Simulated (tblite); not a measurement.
A geometry optimisation, step by step.

Compound: C₄H₁₂PSi (charge -1).
Numbering: `[CH3:1][CH2:2][CH2:3][P-:4][CH2:5][SiH3:6]` (hydrogens: H7, H8, H9 on C1; H10, H11 on C2; H12, H13 on C3; H14, H15 on C5; H16, H17, H18 on Si6)

Computed with GFN2-xTB (tblite), gas phase: L-BFGS steps from a force-field or distance-geometry start until the largest atomic force falls under 0.01 eV/Å. 11 of its 44 geometries are shown.

Step 0: E = -519.3078 eV, largest atomic force 0.726 eV/Å
```
atom  x, y, z in Å  |  force x, y, z in eV/Å
C1      3.278    0.536   -0.103   -0.098   0.299  -0.020
C2      2.129   -0.445    0.112    0.417  -0.272   0.520
C3      0.783    0.212   -0.073   -0.390  -0.036   0.012
P4     -0.639   -0.993    0.190    0.023  -0.222   0.075
C5     -2.029    0.220   -0.133    0.543   0.236  -0.395
Si6    -3.677   -0.615    0.031   -0.304  -0.618   0.229
H7      4.236    0.049    0.040    0.186  -0.092   0.027
H8      3.250    0.946   -1.115   -0.020  -0.029   0.081
H9      3.210    1.372    0.602   -0.016  -0.141  -0.122
H10     2.212   -0.861    1.141   -0.192   0.188  -0.474
H11     2.252   -1.292   -0.575   -0.201   0.126   0.040
H12     0.658    1.048    0.625    0.080   0.046   0.099
H13     0.695    0.621   -1.082    0.050   0.072  -0.218
H14    -1.949    1.057    0.559    0.035   0.156   0.167
H15    -1.918    0.634   -1.149    0.025  -0.053   0.115
H16    -4.755    0.372   -0.227   -0.034  -0.031  -0.020
H17    -3.897   -1.126    1.415   -0.046   0.088  -0.390
H18    -3.847   -1.729   -0.944   -0.059   0.282   0.276
```

Step 4: E = -519.3456 eV, largest atomic force 0.222 eV/Å
```
atom  x, y, z in Å  |  force x, y, z in eV/Å
C1      3.281    0.540   -0.102   -0.015  -0.004   0.000
C2      2.136   -0.443    0.119   -0.062   0.004  -0.009
C3      0.773    0.208   -0.073    0.036   0.066  -0.023
P4     -0.638   -1.007    0.195    0.038   0.034  -0.007
C5     -2.010    0.224   -0.140    0.013   0.009   0.012
Si6    -3.674   -0.631    0.039    0.094   0.194  -0.053
H7      4.245    0.049    0.041    0.017   0.017  -0.002
H8      3.246    0.945   -1.113    0.002  -0.001  -0.005
H9      3.208    1.370    0.599    0.012   0.016   0.008
H10     2.198   -0.855    1.129   -0.063   0.011   0.035
H11     2.235   -1.283   -0.572   -0.065   0.001  -0.040
H12     0.663    1.048    0.630   -0.015  -0.044  -0.021
H13     0.700    0.622   -1.091   -0.006  -0.029   0.042
H14    -1.944    1.063    0.566    0.058  -0.048  -0.039
H15    -1.911    0.636   -1.153    0.068  -0.018   0.041
H16    -4.755    0.363   -0.227    0.036  -0.080   0.007
H17    -3.905   -1.126    1.394   -0.074  -0.073   0.058
H18    -3.856   -1.715   -0.926   -0.074  -0.056  -0.002
```

Step 9: E = -519.3532 eV, largest atomic force 0.083 eV/Å
```
atom  x, y, z in Å  |  force x, y, z in eV/Å
C1      3.280    0.539   -0.101    0.008  -0.007  -0.002
C2      2.130   -0.441    0.119   -0.008   0.029  -0.018
C3      0.774    0.214   -0.075   -0.010   0.011  -0.001
P4     -0.626   -1.006    0.195    0.008  -0.051   0.010
C5     -1.994    0.224   -0.140   -0.029  -0.027   0.021
Si6    -3.661   -0.621    0.040   -0.016  -0.079   0.019
H7      4.247    0.053    0.040   -0.018  -0.015   0.003
H8      3.245    0.944   -1.112   -0.008  -0.005   0.002
H9      3.210    1.371    0.599   -0.011  -0.008   0.000
H10     2.177   -0.851    1.131    0.007  -0.017  -0.011
H11     2.213   -1.279   -0.578    0.012   0.002   0.024
H12     0.659    1.047    0.631   -0.009   0.050  -0.004
H13     0.699    0.621   -1.093   -0.007   0.038  -0.014
H14    -1.923    1.061    0.564    0.050   0.014   0.016
H15    -1.887    0.634   -1.151    0.042   0.002  -0.023
H16    -4.752    0.350   -0.228   -0.009   0.051  -0.011
H17    -3.924   -1.138    1.389    0.002   0.007  -0.024
H18    -3.877   -1.716   -0.914   -0.003   0.004   0.010
```

Step 13: E = -519.3549 eV, largest atomic force 0.057 eV/Å
```
atom  x, y, z in Å  |  force x, y, z in eV/Å
C1      3.279    0.538   -0.102   -0.003   0.006   0.000
C2      2.127   -0.438    0.118   -0.006   0.003   0.008
C3      0.772    0.219   -0.076   -0.015   0.001  -0.002
P4     -0.621   -1.011    0.196   -0.007   0.016  -0.001
C5     -1.993    0.220   -0.138    0.027  -0.012  -0.003
Si6    -3.662   -0.625    0.041    0.002   0.054  -0.018
H7      4.244    0.051    0.041    0.000  -0.020   0.004
H8      3.244    0.943   -1.113    0.000   0.002  -0.003
H9      3.209    1.370    0.599   -0.003   0.002   0.001
H10     2.173   -0.851    1.129    0.001   0.013  -0.012
H11     2.210   -1.278   -0.577   -0.002   0.014   0.001
H12     0.655    1.055    0.629   -0.001  -0.004  -0.015
H13     0.696    0.628   -1.094   -0.007   0.008   0.010
H14    -1.908    1.059    0.565   -0.008  -0.041  -0.001
H15    -1.873    0.631   -1.149   -0.014  -0.036   0.026
H16    -4.750    0.355   -0.229    0.034   0.001   0.004
H17    -3.929   -1.142    1.387    0.000   0.001   0.007
H18    -3.883   -1.718   -0.911    0.002  -0.006  -0.006
```

Step 17: E = -519.3556 eV, largest atomic force 0.043 eV/Å
```
atom  x, y, z in Å  |  force x, y, z in eV/Å
C1      3.278    0.538   -0.102   -0.001  -0.001   0.000
C2      2.124   -0.435    0.117    0.001   0.002  -0.010
C3      0.769    0.222   -0.077    0.014   0.003  -0.001
P4     -0.619   -1.013    0.197    0.028  -0.028   0.008
C5     -1.989    0.214   -0.136   -0.017  -0.011   0.006
Si6    -3.662   -0.622    0.039    0.007  -0.040   0.013
H7      4.241    0.046    0.042   -0.014   0.008   0.000
H8      3.244    0.943   -1.113    0.010   0.003   0.002
H9      3.208    1.370    0.599    0.012   0.004  -0.001
H10     2.171   -0.849    1.127   -0.009   0.009   0.018
H11     2.208   -1.275   -0.576   -0.010  -0.001  -0.017
H12     0.653    1.059    0.626   -0.008  -0.002   0.015
H13     0.693    0.633   -1.093   -0.008  -0.011  -0.010
H14    -1.902    1.051    0.567   -0.010   0.002   0.017
H15    -1.869    0.623   -1.146   -0.003   0.000  -0.026
H16    -4.743    0.360   -0.230    0.003   0.029  -0.007
H17    -3.931   -1.142    1.385    0.001   0.015  -0.011
H18    -3.885   -1.719   -0.910    0.003   0.019   0.003
```

Step 22: E = -519.3563 eV, largest atomic force 0.028 eV/Å
```
atom  x, y, z in Å  |  force x, y, z in eV/Å
C1      3.277    0.539   -0.102    0.006   0.005  -0.001
C2      2.123   -0.431    0.116    0.004   0.002   0.004
C3      0.767    0.224   -0.078   -0.010  -0.010   0.003
P4     -0.612   -1.019    0.200   -0.019   0.020  -0.007
C5     -1.986    0.206   -0.134    0.014  -0.010  -0.001
Si6    -3.661   -0.623    0.039   -0.009   0.005   0.000
H7      4.237    0.042    0.043    0.015   0.005   0.000
H8      3.247    0.944   -1.113    0.006   0.005  -0.002
H9      3.211    1.371    0.599    0.004   0.002  -0.001
H10     2.167   -0.844    1.127   -0.001   0.000  -0.011
H11     2.204   -1.271   -0.579    0.000   0.004   0.007
H12     0.649    1.061    0.626   -0.003  -0.009  -0.002
H13     0.688    0.634   -1.095   -0.003  -0.007   0.005
H14    -1.900    1.042    0.571   -0.001  -0.007  -0.013
H15    -1.867    0.614   -1.146    0.003  -0.002   0.019
H16    -4.733    0.372   -0.232    0.012   0.000  -0.001
H17    -3.934   -1.139    1.385   -0.010   0.001   0.013
H18    -3.887   -1.716   -0.911   -0.009  -0.003  -0.011
```

Step 26: E = -519.3565 eV, largest atomic force 0.012 eV/Å
```
atom  x, y, z in Å  |  force x, y, z in eV/Å
C1      3.279    0.540   -0.102    0.001   0.001   0.000
C2      2.122   -0.429    0.115    0.003  -0.002   0.000
C3      0.766    0.224   -0.077    0.004  -0.003  -0.001
P4     -0.611   -1.021    0.200    0.002  -0.011   0.004
C5     -1.985    0.201   -0.133   -0.010   0.004   0.001
Si6    -3.662   -0.624    0.040    0.002  -0.003   0.000
H7      4.239    0.043    0.043    0.000   0.005  -0.003
H8      3.249    0.946   -1.113    0.003   0.001   0.001
H9      3.213    1.373    0.599    0.001   0.003  -0.001
H10     2.165   -0.843    1.126    0.010  -0.003   0.006
H11     2.202   -1.269   -0.579    0.009  -0.002  -0.003
H12     0.647    1.060    0.627   -0.005  -0.001  -0.004
H13     0.685    0.632   -1.095   -0.005   0.003   0.002
H14    -1.900    1.038    0.571    0.001   0.002   0.005
H15    -1.865    0.611   -1.144    0.000  -0.002  -0.006
H16    -4.727    0.376   -0.234    0.000   0.000   0.000
H17    -3.937   -1.137    1.387   -0.008   0.003  -0.009
H18    -3.889   -1.716   -0.914   -0.009   0.005   0.005
```

Step 30: E = -519.3566 eV, largest atomic force 0.016 eV/Å
```
atom  x, y, z in Å  |  force x, y, z in eV/Å
C1      3.280    0.542   -0.102   -0.001   0.003  -0.001
C2      2.123   -0.429    0.115    0.002   0.001   0.000
C3      0.766    0.222   -0.077   -0.002   0.000   0.001
P4     -0.611   -1.023    0.201    0.007   0.001   0.001
C5     -1.985    0.200   -0.133    0.016  -0.003   0.000
Si6    -3.662   -0.625    0.040   -0.006   0.014  -0.004
H7      4.240    0.045    0.042   -0.001  -0.001   0.002
H8      3.252    0.947   -1.113   -0.006   0.000  -0.001
H9      3.215    1.374    0.598   -0.003   0.000   0.000
H10     2.167   -0.843    1.126    0.007   0.003  -0.007
H11     2.204   -1.269   -0.580    0.008   0.001   0.002
H12     0.644    1.059    0.626    0.003  -0.003   0.007
H13     0.683    0.632   -1.094    0.005  -0.008  -0.003
H14    -1.900    1.036    0.571   -0.001  -0.001   0.001
H15    -1.864    0.608   -1.143   -0.004  -0.002   0.001
H16    -4.723    0.379   -0.234   -0.010   0.006  -0.001
H17    -3.942   -1.136    1.386   -0.006  -0.005   0.004
H18    -3.895   -1.714   -0.914   -0.006  -0.007  -0.002
```

Step 34: E = -519.3568 eV, largest atomic force 0.021 eV/Å
```
atom  x, y, z in Å  |  force x, y, z in eV/Å
C1      3.281    0.544   -0.103    0.001   0.002  -0.002
C2      2.126   -0.428    0.115    0.004   0.001  -0.001
C3      0.766    0.220   -0.077    0.009  -0.002   0.000
P4     -0.610   -1.027    0.202   -0.003   0.002   0.000
C5     -1.983    0.196   -0.131   -0.019  -0.008   0.002
Si6    -3.664   -0.623    0.039   -0.003  -0.010   0.004
H7      4.241    0.047    0.042   -0.003   0.003   0.001
H8      3.253    0.949   -1.114   -0.006   0.003  -0.002
H9      3.216    1.376    0.598   -0.005   0.002   0.000
H10     2.172   -0.842    1.125   -0.002   0.000   0.005
H11     2.210   -1.268   -0.580   -0.003   0.002  -0.002
H12     0.642    1.056    0.627    0.011  -0.004   0.001
H13     0.681    0.629   -1.094    0.008  -0.005   0.002
H14    -1.899    1.034    0.573    0.007  -0.007  -0.007
H15    -1.864    0.605   -1.143    0.007   0.000   0.007
H16    -4.722    0.384   -0.236   -0.004   0.005  -0.002
H17    -3.950   -1.135    1.385    0.001   0.005  -0.012
H18    -3.902   -1.713   -0.914    0.002   0.011   0.008
```

Step 39: E = -519.3569 eV, largest atomic force 0.015 eV/Å
```
atom  x, y, z in Å  |  force x, y, z in eV/Å
C1      3.281    0.547   -0.103   -0.005  -0.001   0.001
C2      2.128   -0.427    0.115   -0.003  -0.005   0.002
C3      0.767    0.217   -0.076   -0.006  -0.004   0.001
P4     -0.608   -1.031    0.204   -0.002   0.001  -0.001
C5     -1.984    0.192   -0.130    0.015  -0.001  -0.001
Si6    -3.668   -0.621    0.039    0.002   0.003   0.000
H7      4.242    0.051    0.042    0.003   0.009  -0.004
H8      3.252    0.952   -1.115   -0.003   0.001   0.003
H9      3.215    1.379    0.597   -0.005   0.001  -0.002
H10     2.177   -0.841    1.125    0.000  -0.004  -0.001
H11     2.214   -1.266   -0.581   -0.001  -0.004   0.002
H12     0.643    1.053    0.628    0.006   0.003  -0.003
H13     0.681    0.625   -1.093    0.004   0.003   0.001
H14    -1.897    1.029    0.573   -0.002  -0.001   0.007
H15    -1.862    0.601   -1.140    0.000  -0.004  -0.005
H16    -4.722    0.391   -0.237   -0.002   0.003  -0.001
H17    -3.958   -1.133    1.382   -0.001   0.001   0.009
H18    -3.910   -1.710   -0.913    0.000  -0.002  -0.008
```

Step 43: E = -519.3570 eV, largest atomic force 0.008 eV/Å
```
atom  x, y, z in Å  |  force x, y, z in eV/Å
C1      3.280    0.548   -0.104    0.000   0.001  -0.001
C2      2.129   -0.428    0.115    0.003   0.001  -0.002
C3      0.768    0.215   -0.075    0.006   0.004   0.000
P4     -0.608   -1.033    0.205    0.006   0.001   0.000
C5     -1.984    0.189   -0.129   -0.006   0.000   0.001
Si6    -3.670   -0.619    0.038    0.005  -0.004   0.001
H7      4.243    0.055    0.041    0.000   0.004   0.000
H8      3.251    0.954   -1.115   -0.008  -0.002  -0.002
H9      3.213    1.381    0.596   -0.007  -0.002   0.002
H10     2.179   -0.841    1.126    0.000  -0.005  -0.003
H11     2.216   -1.267   -0.581    0.001  -0.005   0.005
H12     0.646    1.052    0.628   -0.006  -0.001   0.002
H13     0.683    0.623   -1.093   -0.004  -0.003   0.000
H14    -1.896    1.026    0.574    0.001   0.000  -0.002
H15    -1.861    0.598   -1.140    0.001   0.000   0.002
H16    -4.721    0.395   -0.238    0.005  -0.001   0.001
H17    -3.962   -1.131    1.383    0.001   0.006  -0.004
H18    -3.914   -1.708   -0.914    0.001   0.006   0.001
```

**Question.** Summarise the path.

**Answer.** The energy falls by 4.75 kJ/mol from step 0 to step 43; nine tenths of that is first reached at step 8. It falls at every step. The largest force goes from 0.726 to 0.008 eV/Å. Among the bonds Si6–H17 changes most, from 1.491 to 1.468 Å; the atoms move by 0.042 Å rms after alignment.

What follows is the cost of the whole relaxation. The run took 0.24 s wall on AMD EPYC 9R14, one thread, no GPU, shared host with 192 logical CPUs at a one-minute load of 32.
